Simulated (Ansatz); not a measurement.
Mulliken charges of F6InP (`F[P+](F)(F)[In-]([F])([F])[F]`) from PBE/def2-TZVPP in Ansatz (PBE0-D4/def2-TZVP geometry).

```
atom   x (Å)   y (Å)   z (Å)  charge (e)
  F1   0.666  -1.534   1.633      -0.141
  P2   0.797  -0.843   0.261       0.670
  F3   0.863  -2.069  -0.672      -0.141
  F4   2.282  -0.426   0.291      -0.141
 In5  -1.073   1.135  -0.353       1.028
  F6  -0.602   2.260   1.149      -0.425
  F7  -0.335   1.524  -2.099      -0.425
  F8  -2.599  -0.047  -0.210      -0.425
```

Problem. By hand: the dipole of these point charges (1 e Å = 4.8032 D).

Solution. Σ q r = (0.396, -0.418, 0.128) e Å, of length 0.590 e Å = 2.83 D.

Problem. How does the dipole of the full density compare? (Estimate.)

Solution. The calculation gave: (0.443, -0.468, 0.144) e Å, 3.17 D; the point charges give 0.89 times that, at 0° from its direction.

Point charges leave out the atoms' own dipoles, such as those of lone pairs, and Mulliken's split depends on the basis, so the close match here is no proof of good charges.
